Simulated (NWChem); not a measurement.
System: C3H3N2, doublet; SMILES n1cc[c][nH]1

```xyz
8

C     -1.1779     0.1450     0.0000
C     -0.2945     1.2011     0.0000
C      0.9600     0.5416     0.0000
N      0.8505    -0.7894     0.0000
N     -0.4958    -1.0122     0.0000
H     -0.5109     2.2577     0.0000
H      1.9472     0.9865     0.0000
H     -0.8445    -1.9580     0.0000
```
Atoms are numbered in this order, from 1.

Program: NWChem. Spin-unrestricted. Spin-contaminated determinants: UHF/pcseg-1 (<S²> = 0.99), UHF/aug-pcseg-1 (<S²> = 1.00), UHF/pcseg-2 (<S²> = 1.01), UHF/def2-SVP (<S²> = 1.03). In the optimisation the excess spin sits in a' (Cs, its own frame). The geometry was optimised at B3LYP/6-31G* (spherical d), spin-unrestricted. No stability test was run on the SCF state. Total energies compare along this basis series because the functional is fixed.

```
level            basis functions  energy (Ha)  highest occupied level (eV)  lowest empty minus highest occupied level, either spin (eV)  dipole (D)   <S²>
---------------  ---------------  -----------  ---------------------------  -----------------------------------------------------------  ----------  -----
UHF/pcseg-1                   85    -224.0702                        -9.65                                                        11.44        1.60  0.988
UHF/aug-pcseg-1              142    -224.0857                        -9.54                                                        10.15        1.53   1.00
UHF/pcseg-2                  192    -224.2077                        -9.54                                                        11.01        1.53   1.01
UHF/def2-SVP                  85    -223.9672                        -9.55                                                        11.66        1.57   1.03
```
